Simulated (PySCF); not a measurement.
C2H5FTe, SMILES CC[Te]F. The structure is a stationary point at PBE-D3(BJ)/def2-SVP. The def2 effective core potentials stand for the cores of Te; spin–orbit coupling is left out. The values are those of a single conformer.

Computed equilibrium geometry at PBE-D3(BJ)/def2-SVP (PySCF confirms it by a frequency run) as bond lengths and angles (one conformer of several):
Atoms: Te1 F2 C3 C4 H5 H6 H7 H8 H9. Bonded distances (Å): Te1–F2 1.979, Te1–C3 2.181, C3–C4 1.522, C3–H5 1.107, C3–H6 1.111, C4–H7 1.108, C4–H8 1.108, C4–H9 1.111. Angles (°): F2–Te1–C3 91.9, Te1–C3–C4 111.6, Te1–C3–H5 106.4, Te1–C3–H6 104.6, C4–C3–H5 112.5, C4–C3–H6 113.3, H5–C3–H6 107.9, C3–C4–H7 111.7, C3–C4–H8 110.3, C3–C4–H9 110.5, H7–C4–H8 107.9, H7–C4–H9 108.4, H8–C4–H9 108.1.
Charge 0, spin multiplicity 1.
